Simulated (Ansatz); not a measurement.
## Ligand exchange: C2H6O + Cu(NH2)(NH3) → CH5NO + Cu(CH3)(NH3)

Species: C2H6O `COC`, singlet; Cu(NH2)(NH3), singlet; CH5NO `CON`, singlet; Cu(CH3)(NH3), singlet. The partners trade CH3 for NH2: O–CH3 and Cu–NH2 bonds give way to O–NH2 and Cu–CH3.

Shapes, held fixed at every level: PBE0-D4/def2-TZVP. Flexible molecules stand in one conformer, not always the lowest. Programs: Ansatz 0.2.0. Electronic energies: no zero-point or thermal term.

```
                level                    kind  ΔE (kJ/mol)  CPU time (sum over the molecules)
          HF/def2-SVP            Hartree–Fock       +154.6                                  –
        HF/def2-TZVPP            Hartree–Fock       +171.5                                  –
    PBE-D4/def2-TZVPP                     GGA       +145.4                               22 s
  BHLYP-D4/def2-TZVPP           global hybrid       +162.9                               25 s
r2SCAN0-D4/def2-TZVPP           global hybrid       +160.0                               38 s
   wB97X-V/def2-TZVPP  range-separated hybrid       +155.8                               65 s
   wB97M-V/def2-TZVPP  range-separated hybrid       +154.0                               89 s
```

wB97M-V/def2-TZVPP gives ΔE = +154.0 kJ/mol; the levels span +145.4 to +171.5. The median of the levels is +155.8. No measured value is set beside it here. Relativity is left out for Cu. Times are processor times on shared x86 and Arm servers, and rough.
